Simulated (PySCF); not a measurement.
A structure optimised at PBE0-D3(BJ)/def2-SVP, used in a PySCF frequency run:

```
C
H 1 1.1018
H 1 1.1030 2 107.66
C 1 1.5175 2 110.31 3 -120.92
H 4 1.1006 1 110.57 2 59.22
H 4 1.1006 5 108.11 1 -121.85
H 4 1.1007 5 107.97 6 -116.43
S 1 1.8164 2 109.71 3 118.10
C 8 1.8140 1 100.72 2 -61.41
H 9 1.1014 8 104.28 1 -166.87
H 9 1.1031 10 106.49 8 -114.70
C 9 1.5178 10 110.66 11 -121.23
H 12 1.1000 9 110.79 10 -61.02
H 12 1.1006 13 107.75 9 122.44
H 12 1.1020 13 108.37 14 115.91
```

**Question.** Write its SMILES and formula.

**Answer.** CCSCC, C4H10S

**Question.** What are its rotational constants (standard atomic weights)?

**Answer.** 8.2665, 2.0555, 1.8115 GHz
